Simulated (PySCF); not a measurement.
Species: C₈H₆N (doublet state).
Cartesian coordinates in Å at the GFN2-xTB level; atoms count from 1:
```xyz
15
C8H6N angstrom
N     -3.1726   -1.0076   -0.7386
C     -2.1546   -1.3116   -0.3174
C     -0.8604   -1.6650    0.2158
C      0.1090   -0.5530   -0.0298
C      1.2651   -0.5431   -0.6982
C      1.7227    0.8616   -0.5638
C      0.5655    1.8115   -0.5023
C      1.2771    1.4651    0.7343
C     -0.0852    0.8475    0.4735
H     -0.5151   -2.5856   -0.2613
H     -0.9712   -1.8420    1.2920
H      1.7803   -1.3240   -1.2183
H      0.2670    2.7126   -0.9919
H      1.7250    2.0081    1.5381
H     -0.9570    1.1336    1.0459
```

The hyperfine couplings belong to this conformer and change with its torsions.

The species is `C(C1=C[C]2[C@H]3[C@@H]2[C@@H]13)C#N` [radical].

Level of theory: PySCF, UKS B3LYP, pcH-1 on C H N, non-relativistic, mean-field spin-orbit, GIAO. One conformer (not necessarily the lowest) at the GFN2-xTB geometry, without solvent, vibrations or thermal averaging. The geometry wasn't refined by DFT: couplings that depend on bond lengths, twists or pyramidal angles can differ widely from those at the functional's own minimum. No stability test was run, so a lower SCF solution isn't excluded.

**Question.** The isotropic 1H couplings, averaged over equivalent nuclei, are +55.5, +8.5, +4.8, +0.7 MHz. Assign them to H10/H11; H12; H13/H14; H15.

**Answer.** 
| site | a_iso (MHz) | ρ(0) (bohr⁻³) | position | distance from C6 (Å) | bound to | spin population there | largest \|T\| (MHz) |
| --- | --- | --- | --- | --- | --- | --- | --- |
| H10/H11 | +0.7 | +0.0001 | 4 bonds from C6 | 4.18 | C3 | +0.01 | 2.1 |
| H12 | +4.8 | +0.0011 | β, 2 bonds from C6 | 2.28 | C5 | -0.01 | 11.3 |
| H13/H14 | +8.5 | +0.0019 | β, 2 bonds from C6 | 2.39 | C7/C8 | -0.03 | 8.7 |
| H15 | +55.5 | +0.0124 | γ, 3 bonds from C6 | 3.14 | C9 | +0.04 | 5.3 |

ρ(0) is the spin density at the nucleus and T the dipolar tensor; entries for several nuclei are means. The largest Mulliken spin population is on C6 (+0.95). The angles at C6 add up to 281.7°, so it is pyramidal.

Means are taken over nuclei equivalent by connectivity, which assumes that they swap fast.
